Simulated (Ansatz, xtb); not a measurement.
# Two isomers of F2Ga2H4O2

We compare a, `[F][Ga@H-]1[OH+][Ga@H-]([F])[OH+]1`, a singlet, with b, `[F][Ga@H-]1[OH+][Ga@@H-]([F])[OH+]1`, a singlet. Both are isolated molecules in the gas phase, relaxed with PBE0-D4/def2-SVP.

Estimate which is lower in electronic energy at CCSD(T)/def2-SVP + ΔMP2/def2-TZVPP, and by roughly how much.

CCSD(T)/def2-SVP + ΔMP2/def2-TZVPP gives E(b) − E(a) = +0.13 kcal/mol, slightly favouring structure a, which is too small a margin to settle the true order.

Level by level:

```json
{"level": "PBE0-D4/def2-SVP", "geometry": "PBE0-D4/def2-SVP", "E(b) − E(a) (kcal/mol)": "−0.16", "departure from the last row (kcal/mol)": "−0.28", "job, with rough time for the two": "optimisation, 1.9 min"}
{"level": "HF/def2-SVP", "geometry": "PBE0-D4/def2-SVP", "E(b) − E(a) (kcal/mol)": "+0.82", "departure from the last row (kcal/mol)": "+0.69", "job, with rough time for the two": "part of the CCSD(T) run"}
{"level": "MP2/def2-SVP", "geometry": "PBE0-D4/def2-SVP", "E(b) − E(a) (kcal/mol)": "+0.08", "departure from the last row (kcal/mol)": "−0.05", "job, with rough time for the two": "part of the CCSD(T) run"}
{"level": "CCSD(T)/def2-SVP", "geometry": "PBE0-D4/def2-SVP", "E(b) − E(a) (kcal/mol)": "+0.17", "departure from the last row (kcal/mol)": "+0.04", "job, with rough time for the two": "single point"}
{"level": "CCSD(T)/def2-SVP + ΔMP2/def2-TZVPP", "geometry": "PBE0-D4/def2-SVP", "E(b) − E(a) (kcal/mol)": "+0.13", "departure from the last row (kcal/mol)": "", "job, with rough time for the two": "single point, 2.1 min"}
```

As drawn, both hold the same kinds of bond in the same numbers.

The largest departure from CCSD(T)/def2-SVP + ΔMP2/def2-TZVPP is that of HF/def2-SVP, 0.69 kcal/mol. Levels run at GFN2-xTB geometries aren't shown. The last row adds to CCSD(T) the change of the MP2 difference between the two basis sets, here −0.04 kcal/mol.

With thermal terms from frequencies at re-optimised GFN2-xTB minima (ideal gas, soft modes damped towards free rotors, one conformer each, 298.15 K, 1 atm): the zero-point term adds −0.07 kcal/mol; ΔH is +0.07 and ΔG −0.01 kcal/mol.

The correlated steps freeze 22 core orbitals; the filled d shell of Ga is correlated, in a basis made for valence electrons. Programs: Ansatz 0.2.0, xtb 6.7.1; the last row on 2 threads of Arm Neoverse V1 on a shared host.
